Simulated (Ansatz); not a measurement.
Isomers of Si4Ni⁺ (doublet), relaxed with PBE-D4/def2-SVP; total energies from Ansatz at PBE0-D4/def2-TZVP.

```tsv
isomer	description	energy (Eh)
A	point group C2v; 5 × Si–Si 2.35 to 2.48 Å; 4 × Ni–Si 2.34 to 2.39 Å	-2665.30951
B	point group Cs; 4 × Si–Si 2.27 to 2.36 Å; 3 × Ni–Si 2.17 to 2.46 Å	-2665.29655
C	point group Cs; 5 × Si–Si 2.37 to 2.50 Å; 3 × Ni–Si 2.22 to 2.25 Å	-2665.29910
D	point group C2v; 5 × Si–Si 2.28 to 2.58 Å; 1 × Ni–Si 2.13 Å	-2665.31616
E	point group not assigned; 4 × Ni–Si 2.19 to 2.58 Å; 3 × Si–Si 2.27 to 2.37 Å	-2665.27823
```

The isomers come from a short search, and lower ones may exist.

Problem. Work out the relative energies (1 Eh = 2625.5 kJ/mol) and the Boltzmann populations at 800 K from electronic energies alone (R = 8.314 J/mol/K).

Solution. ΔE: A 17.5, B 51.5, C 44.8, D 0.0, E 99.6 kJ/mol. RT = 6.65 kJ/mol. Factors exp(−ΔE/RT): A 0.072, B 0.000433, C 0.00119, D 1, E 3.13e-07; sum 1.074. Populations: A 6.7 %, B 0.0 %, C 0.1 %, D 93.1 %, E 0.0 %. Zero-point energy, vibrational entropy and symmetry numbers are left out and can shift these; an error of 4 kJ/mol changes a ratio by a factor of 1.8. Over the other density-functional and correlated levels in def2 sets, the gap between D and A ranges from -80 to 61 kJ/mol.
